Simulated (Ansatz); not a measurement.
Reaction (ligand exchange at the Si–C bond): `O[SiH2]/C=C\[SiH](O)O` + `N[SiH](F)F` → `O[SiH](O)N[SiH](F)F` + `C=C[SiH2]O`

Calculated with Ansatz (gas phase, PBE0-D4/def2-TZVP geometries, no zero-point term in ΔE). CBS: MP2 limit from def2 TZ/QZ plus the TZ coupled-cluster correction, frozen cores. This one scheme is used for every species. DFT in def2-TZVPP. B3LYP here is the variant with VWN-RPA as its local correlation; programs differ in this. One conformer a species, not always the lowest.

`O[SiH2]/C=C\[SiH](O)O`:

Z-matrix (Å, degrees):
```
Si
C 1 1.867
O 1 1.637 2 112.9
H 1 1.485 2 109.0 3 -118.6
H 1 1.491 2 106.9 3 124.5
C 2 1.338 1 128.6 3 -3.6
H 2 1.094 1 114.4 3 177.0
H 3 0.968 1 116.3 2 49.5
Si 6 1.853 2 129.3 1 0.7
H 6 1.092 2 117.7 1 -179.9
O 9 1.645 6 108.0 2 -167.3
O 9 1.659 6 107.9 2 -49.5
H 9 1.487 6 114.0 2 72.7
H 11 0.957 9 117.4 6 -126.7
H 12 0.959 9 116.8 6 -160.3
```

`N[SiH](F)F`:

Cartesian coordinates in Å:
```
N -0.713 -0.104 -0.767
Si 0.384 0.145 0.487
F -0.270 -0.393 1.828
F 1.745 -0.667 0.351
H -0.646 0.407 -1.631
H -1.239 -0.956 -0.865
H 0.740 1.567 0.597
```

`O[SiH](O)N[SiH](F)F`:

Cartesian coordinates in Å:
```
O -2.244 -0.588 -0.685
Si -0.627 -0.789 -0.660
O 0.053 0.171 -1.798
N -0.048 -0.256 0.866
Si 1.010 1.043 1.135
F 1.496 0.955 2.643
F 2.290 0.892 0.200
H -2.731 -0.949 -1.427
H -0.291 -2.214 -0.897
H 0.992 0.081 -1.968
H -0.377 -0.736 1.692
H 0.477 2.390 0.899
```

`C=C[SiH2]O`:

Cartesian coordinates in Å:
```
C 1.476 -0.215 -0.682
C 0.811 0.511 0.213
Si -1.025 0.374 0.457
O -1.659 -0.859 -0.436
H 0.966 -0.924 -1.328
H 2.551 -0.132 -0.815
H 1.373 1.212 0.830
H -1.301 0.182 1.910
H -1.717 1.603 -0.006
H -1.477 -1.752 -0.142
```

Q: Is it downhill or uphill in electronic energy at CCSD(T)/CBS, and by how much? (Best estimate.)

A: The calculation gave: Downhill: ΔE = -73.6 kJ/mol.

Q: What do these levels give: r2SCAN-D4, B3LYP-D4, B2PLYP, MP2/def2-TZVPP, SCS-MP2/def2-TZVPP, CCSD/def2-TZVPP, CCSD(T)/def2-TZVPP, HF/def2-QZVPP, SCS-MP2/def2-QZVPP, HF/CBS(def2), MP2/CBS(def2), CCSD/CBS(def2)? (Estimate.)

A: Ansatz gave: r2SCAN-D4 -71.2, B3LYP-D4 -68.0, B2PLYP -73.5, MP2/def2-TZVPP -73.6, SCS-MP2/def2-TZVPP -76.6, CCSD/def2-TZVPP -76.9, CCSD(T)/def2-TZVPP -73.6, HF/def2-QZVPP -93.2, SCS-MP2/def2-QZVPP -77.0, HF/CBS(def2) -93.4, MP2/CBS(def2) -73.6, CCSD/CBS(def2) -76.9 kJ/mol.

Largest T1 diagnostic among the species: 0.012.

The D4 term adds +4.3 kJ/mol with B3LYP and +2.5 kJ/mol with PBE0; it sums over pairs of atoms, weighted by their polarisabilities, and B3LYP, whose exchange is more repulsive, gets the larger term. From PBE to PBE0 (25 % exact exchange), in def2-TZVPP and without D4, ΔE moves by −6.0 kJ/mol. In def2-TZVPP, CCSD(T) changes the Hartree–Fock value by +18.3 kJ/mol (the triples alone add +3.4 kJ/mol) and MP2 by +18.2 kJ/mol.
